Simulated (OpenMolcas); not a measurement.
**Ti2+ in a point-charge field**

Ti2+ among 6 point charges of -2 e arranged as an octahedron (Oh), 2.2 Å from the ion.

```
Program             : OpenMolcas 26.06
Method              : SS-CASPT2, IPEA 0.25 Eh, imaginary shift 0.1 Eh (closed shells correlated: 3s 3p)
Basis               : ANO-RCC-VDZP [5s4p2d1f]
Scalar Hamiltonian  : DKH2, point nucleus
Active space        : 2 electrons in 5 orbitals (3d)
State averaging     : 2S+1 = 3 even, 10 roots; 2S+1 = 1 even, 15 roots
Spin-orbit coupling : state interaction with AMFI integrals over the reference wave functions
```

The lowest spin-free states (labels of O, the rotations of Oh), above the lowest:

```json
{"State": "3T1", "Degeneracy": "3", "E (cm-1)": "0", "Free-ion L (%)": "F (96)"}
{"State": "3T2", "Degeneracy": "3", "E (cm-1)": "8280", "Free-ion L (%)": "F (100)"}
{"State": "1T2", "Degeneracy": "3", "E (cm-1)": "8890", "Free-ion L (%)": "D (72)"}
{"State": "1E", "Degeneracy": "2", "E (cm-1)": "9650", "Free-ion L (%)": "D (58)"}
{"State": "3T1", "Degeneracy": "3", "E (cm-1)": "17430", "Free-ion L (%)": "P (96)"}
{"State": "1A1", "Degeneracy": "1", "E (cm-1)": "17890", "Free-ion L (%)": "G (84)"}
{"State": "3A2", "Degeneracy": "1", "E (cm-1)": "18160", "Free-ion L (%)": "F (100)"}
{"State": "1T2", "Degeneracy": "3", "E (cm-1)": "19450", "Free-ion L (%)": "G (72)"}
{"State": "1T1", "Degeneracy": "3", "E (cm-1)": "22410", "Free-ion L (%)": "G (100)"}
{"State": "1E", "Degeneracy": "2", "E (cm-1)": "30450", "Free-ion L (%)": "G (58)"}
{"State": "1A1", "Degeneracy": "1", "E (cm-1)": "43670", "Free-ion L (%)": "S (84)"}
```

The lowest levels with spin-orbit coupling:

```csv
E (cm-1),Degeneracy,Label,2S+1
0,2,E,3
3,3,T2,3
170,3,T1,3
250,1,A1,3
8310,3,T2,3
8320,1,A2,3
8400,3,T1,3
8400,2,E,3
9010,3,T2,1
9730,2,E,1
17390,1,A1,3
17470,3,T1,3
17570,3,T2,3
17580,2,E,3
18000,1,A1,1
18240,3,T2,3
19560,3,T2,1
22500,3,T1,1
30540,2,E,1
43760,1,A1,1
```

Powder χT (cm3 K/mol): 0.05 at 2 K, 0.117 at 10 K, 0.361 at 50 K, 0.636 at 100 K, 0.977 at 200 K, 1.15 at 300 K. The effective moment at 300 K is 2.828 √(χT) = 3.03 μB.

The lowest level has 2S+1 = 3, for which the spin-only value is χT = S(S+1) / 2 = 1.000 cm3 K/mol (g = 2). The computed 1.148 at 300 K differs by +0.148, through orbital momentum, spin-orbit coupling and any other state in reach. With a threefold ground state the orbital momentum is unquenched, so the spin-only value is not expected to hold.

A least-squares ligand-field fit to the states below 45000 cm-1, each weighted by its degeneracy and with a free common offset, gives 10Dq = 10210 cm-1, B = 666 cm-1 and C = 2552 cm-1 (C/B = 3.83), with an rms deviation of 489 cm-1.

Roots that are degenerate in the reference are averaged as groups; the widest CASPT2 spread within a group is 270 cm-1 (the 3-fold group of multiplicity 3 near 0 cm-1 above the lowest state of its run). Shifts and gaps below about the spread of the groups concerned are not significant. An orbital triplet at a regular site is open to Jahn-Teller coupling, which can distort the site and quench the lowest spin-orbit gaps and is left out. Free-ion shares, where given, are those of the reference states; single-state CASPT2 does not remix them. This is an electrostatic model: the charges have no orbitals. No measured value stands beside these numbers.
